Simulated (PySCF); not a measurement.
C2H12N2Si2, SMILES C[SiH2]CN[SiH2]N.

Coordinates come from a PBE0-D3(BJ)/def2-SVP optimisation. The structure was generated by enumeration, and PubChem lists no compound with its InChIKey, so it may never have been made. Other conformers were not sampled.

Calculation: PBE0-D3(BJ)/def2-SVP (PySCF).

Frequencies are harmonic and unscaled.

Problem. Estimate the vibrational spectrum. (The exact figures need the calculation; the answer reports its results.)

Solution. 
```csv
mode,ν (cm⁻¹),IR (km/mol),moving atoms (share of kinetic energy)
1,24,0.6,"N 45 %, H 23 %, C 22 %, Si 10 %"
2,65,0.6,"H 35 %, C 29 %, Si 19 %, N 17 %"
3,92,1.1,"H 32 %, C 25 %, Si 23 %, N 20 %"
4,157,0.9,"H 58 %, N 25 %, C 11 %"
5,181,3.6,"H 46 %, N 30 %, C 15 %, Si 9 %"
6,184,0.7,"H 55 %, C 21 %, Si 15 %, N 9 %"
7,250,17.9,"H 77 %, N 12 %, Si 8 %"
8,279,17.0,"Si 34 %, H 32 %, N 21 %, C 13 %"
9,329,133.8,"H 74 %, N 21 %"
10,396,92.0,"H 83 %, N 10 %"
11,432,30.9,"H 61 %, N 24 %, Si 12 %"
12,483,5.8,"H 86 %, Si 12 %"
13,589,0.5,"H 79 %, C 9 %, Si 9 %"
14,606,11.4,"H 78 %, Si 10 %, C 10 %"
15,644,21.3,"H 72 %, C 15 %"
16,681,0.8,"C 43 %, H 42 %, Si 13 %"
17,718,52.4,"H 77 %, Si 11 %"
18,756,26.4,"C 36 %, H 32 %, Si 25 %"
19,793,28.5,"H 44 %, N 25 %, C 17 %, Si 14 %"
20,827,22.1,"H 69 %, N 24 %"
21,851,54.2,"H 55 %, C 22 %, N 13 %, Si 10 %"
22,881,54.9,"H 77 %, C 16 %"
23,884,44.5,"H 47 %, N 29 %, Si 21 %"
24,903,382.6,"H 75 %, Si 14 %"
25,943,80.1,H 94 %
26,972,241.6,"H 67 %, Si 23 %, N 9 %"
27,979,111.3,H 93 %
28,1151,31.0,"H 45 %, C 29 %, N 24 %"
29,1196,77.6,"H 71 %, N 22 %"
30,1259,29.1,"H 78 %, C 22 %"
31,1266,1.5,"H 75 %, C 23 %"
32,1404,38.7,"H 73 %, N 20 %"
33,1430,10.2,H 95 %
34,1436,6.2,H 93 %
35,1439,12.1,H 92 %
36,1534,59.8,"H 89 %, N 11 %"
37,2183,204.8,H 96 %
38,2198,330.4,H 97 %
39,2201,25.7,H 97 %
40,2211,116.9,H 97 %
41,3003,47.2,H 94 %
42,3056,3.2,H 97 %
43,3101,3.3,"H 91 %, C 9 %"
44,3160,4.3,"H 91 %, C 9 %"
45,3165,2.4,"H 91 %, C 9 %"
46,3622,27.7,H 96 %
47,3651,20.2,H 93 %
48,3729,34.1,"H 91 %, N 9 %"
```
